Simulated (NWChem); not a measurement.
# GeCl2F2; SMILES [F][Ge]([Cl])([F])[Cl]

```xyz
5

F      0.0000    -1.3669    -1.2795
Ge     0.0000     0.0000    -0.2507
F      0.0000     1.3669    -1.2795
Cl     1.7572     0.0000     0.9133
Cl    -1.7572     0.0000     0.9133
```
Atoms are numbered in this order, from 1.

Results from NWChem. Medium grid unless said otherwise, to which SCAN and Minnesota functionals are sensitive. Geometry: optimised at PBE0/def2-SVP. Total energies of different functionals are on different scales.

| level | energy (Ha) | highest occupied level (eV) | orbital gap (eV) | dipole (D) |
|---|---|---|---|---|
| B3LYP/def2-SVP | -3196.6016 | -9.62 | 7.51 | 1.22 |
| PBE/def2-SVP | -3195.6597 | -8.43 | 5.59 | 1.06 |
| MN15/def2-SVP | -3196.4092 | -10.70 | 9.72 | 1.11 |
| BLYP/def2-SVP | -3196.5648 | -8.17 | 5.47 | 1.12 |
| M06/def2-SVP | -3196.3980 | -9.92 | 7.84 | 1.38 |
| M06-2X/def2-SVP | -3196.4626 | -11.42 | 10.99 | 1.20 |
| PBE0/def2-SVP | -3195.7867 | -10.02 | 8.15 | 1.19 |
| MPW1K/def2-SVP | -3196.6469 | -11.19 | 9.99 | 1.26 |
